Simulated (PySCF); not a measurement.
# From computed data to an observable: oscillator strength and radiative lifetime

CHCl2FOSi, SMILES O=C[Si](F)(Cl)Cl.

Coordinates come from a r2SCAN-D4/def2-SVP optimisation. This is a generated structure with no PubChem entry under its InChIKey; it may be hypothetical. The values are those of a single conformer.

TDA-PBE/def2-SVPD run with PySCF puts the first singlet state with f over 0.02 at 5.52 eV (vertical), with the transition dipole (-0.752, -0.139, 0.024) in atomic units.

### Question
Find the oscillator strength, the wavelength and the radiative lifetime that this transition would have in vacuum if emission retraced absorption.

### Answer

|μ|² = 0.5854 au, so |μ| = 1.94 D. ΔE = 5.52/27.211 = 0.2029 hartree. f = (2/3) ΔE |μ|² = 0.079 (the program prints 0.079).
λ = 1239.84/5.52 = 225 nm; ν = 44522 cm⁻¹.
Einstein's coefficient A = 0.6670 ν² f s⁻¹ (ν in cm⁻¹) = 1.0e8 s⁻¹, so τ = 1/A = 9.6 ns. This state is S5; the lower singlets have f = 0.003, 0.003, 0.003, 0.017. The figure is the radiative limit of this one transition; relaxation, internal conversion, crossing to triplets and a medium change what is measured.
